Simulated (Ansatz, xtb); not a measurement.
**Two isomers of C5H8BrF**

Structure I is `C[C@@H]1C[C@@H](Br)[C@H]1F`, a singlet and structure II is `C[C@@]1(Br)CC[C@H]1F`, a singlet. Both are isolated molecules in the gas phase, relaxed with r2SCAN-D4/def2-SVP.

Problem. Estimate which is lower in electronic energy at CCSD(T)/def2-SVP + ΔMP2/def2-TZVPP, and by roughly how much.

Solution. The CCSD(T)/def2-SVP + ΔMP2/def2-TZVPP calculation puts structure II lower, by 0.159 eV.

The same difference at several levels:

```
                             level            geometry  E(II) − E(I) (eV)  departure from the last row (eV)  job, with rough time for the two
                          GFN2-xTB            GFN2-xTB              −0.161                            −0.002              optimisation, 0.14 s
                         HF/STO-3G            GFN2-xTB              +0.001                            +0.160              single point, 0.46 s
      r2SCAN-D4/def2-SVP//GFN2-xTB            GFN2-xTB              −0.174                            −0.015               single point, 4.8 s
                r2SCAN-D4/def2-SVP  r2SCAN-D4/def2-SVP              −0.167                            −0.008                optimisation, 53 s
                       HF/def2-SVP  r2SCAN-D4/def2-SVP              −0.116                            +0.042           part of the CCSD(T) run
                      MP2/def2-SVP  r2SCAN-D4/def2-SVP              −0.176                            −0.017           part of the CCSD(T) run
                  CCSD(T)/def2-SVP  r2SCAN-D4/def2-SVP              −0.156                            +0.003                      single point
CCSD(T)/def2-SVP + ΔMP2/def2-TZVPP  r2SCAN-D4/def2-SVP              −0.159                                               single point, 2.3 min
```

As drawn, both hold the same kinds of bond in the same numbers.

HF/STO-3G finds them nearly level. The largest departure from CCSD(T)/def2-SVP + ΔMP2/def2-TZVPP is that of HF/STO-3G, 0.160 eV. The last row adds to CCSD(T) the change of the MP2 difference between the two basis sets, here −0.003 eV.

With thermal terms from frequencies at re-optimised GFN2-xTB minima (ideal gas, soft modes damped towards free rotors, one conformer each, 298.15 K, 1 atm): on the last row, ΔE + ΔZPE = −0.165, ΔH = −0.164, ΔG = −0.158 eV.

The correlated steps freeze 15 core orbitals; the filled d shell of Br is correlated, in a basis made for valence electrons. Codes used: Ansatz 0.2.0, xtb 6.7.1; the last row on 4 threads of Arm Neoverse V2 on a shared host.
